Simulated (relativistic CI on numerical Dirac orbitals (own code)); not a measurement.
**Hyperfine structure of Rh XXXVIII, mass number 103**

Computed by Dirac-Coulomb-Breit CI, KLI orbitals optimised for each configuration, QED by a radiative potential, unscaled Slater integrals (own radial code, finite nucleus).

Configuration list (outside the closed core 1s2): 2s2 2p4, 2s 2p5, 2p6, 2p5 3s, 2p5 3p, 2p5 3d, 2s2 2p3 3s, 2s2 2p3 3p, 2s2 2p3 3d, 2s 2p4 3s, 2s 2p4 3p, 2s 2p4 3d, 2s2 2p3 4s, 2s2 2p3 4p, 2s2 2p3 4d, 2s2 2p3 4f. Levels of other configurations are missing.

Nuclear spin I = 1/2, μ = -0.08829 μN (tables of Stone and Pyykkö). The electronic factors are computed for point nuclear moments, without core polarisation or the Bohr-Weisskopf and QED corrections.

| Level | E (eV) | A (GHz) |
| --- | --- | --- |
| 2s2 2p4 3P_2 | 0.000 | -28.47 |
| 2s2 2p4 3P_1 | 146.521 | 6.998 |
| 2s2 2p4 1D_2 | 161.497 | -66.11 |
| 2s 2p5 3P°_2 | 352.568 | -160.2 |
| 2s 2p5 3P°_1 | 392.133 | 79.05 |
| 2s 2p5 1P°_1 | 536.168 | -340.4 |

Levels with J = 0, under 50 % of one LS term, or S terms without an open s electron are left out. Small factors come from cancelling terms and can be off by tens of per cent or more.

At this charge energies of transitions that change n are usually good to better than 1 %, and those within a shell (Δn = 0) to a few per cent.

Give the hyperfine levels of 2s2 2p4 3P_2 relative to its centre of gravity.

With K = F(F + 1) − I(I + 1) − J(J + 1), E = AK/2: F = 3/2: 42.7, F = 5/2: -28.47 GHz.

LS names give the leading component of a level, which can be under half, so a name can repeat, a term be missing and a line seem to break the LS rules.
